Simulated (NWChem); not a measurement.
# vinylidene fluoride (C$_{2}$H$_{2}$F$_{2}$); SMILES FC(F)=C

Program: NWChem. Coordinates come from a B3LYP/6-31G* (spherical d) optimisation.

For level LDA (Slater exchange, VWN5)/def2-TZVP:

orbital gap (eV): 5.76

### Question
How do the values read with level HCTH/407/def2-TZVP instead?

### Answer
orbital gap (eV): 5.89
